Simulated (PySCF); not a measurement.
M06-L on F(2+) (fluorine, charge +2)

Configuration: [He] 2s2 2p3, high-spin 4S determinant. All numbers are calculated (PySCF 2.14, the non-relativistic Hamiltonian (point nucleus), in def2-TZVP).

```
Total energy                                     : -97.8274 hartree
One-electron energy                              : -126.1960 hartree
Hartree (Coulomb) energy                         : 37.7970 hartree
Exchange-correlation energy                      : -9.4284 hartree
Kinetic energy                                   : 97.67717 hartree
⟨S²⟩                                             : 3.7538
⟨L²⟩                                             : 0.000
Sum of ⟨r⟩                                       : 4.825 bohr
Sum of ⟨r²⟩                                      : 4.972 bohr²
Density at the nucleus (Gaussians lack the cusp) : 441 bohr⁻³
Spin density at the nucleus                      : 0.508 bohr⁻³
Langevin diamagnetic susceptibility              : -3.94 ×10⁻⁶ cm³/mol
Time after the integrals                         : 0.2 s of wall time on 1 thread of Intel(R) Xeon(R) Platinum 8375C CPU @ 2.90GHz (shared host)
```

```json
{"shell": "1s α", "electrons": "1", "mean orbital energy (hartree)": "-26.32873", "rms radius, mean of both spins (bohr)": "0.204"}
{"shell": "1s β", "electrons": "1", "mean orbital energy (hartree)": "-26.20000", "rms radius, mean of both spins (bohr)": "0.204"}
{"shell": "2s α", "electrons": "1", "mean orbital energy (hartree)": "-2.69307", "rms radius, mean of both spins (bohr)": "1.01"}
{"shell": "2s β", "electrons": "1", "mean orbital energy (hartree)": "-2.34152", "rms radius, mean of both spins (bohr)": "1.01"}
{"shell": "2p α", "electrons": "3", "mean orbital energy (hartree)": "-1.93970", "rms radius, mean of both spins (bohr)": "0.977"}
```
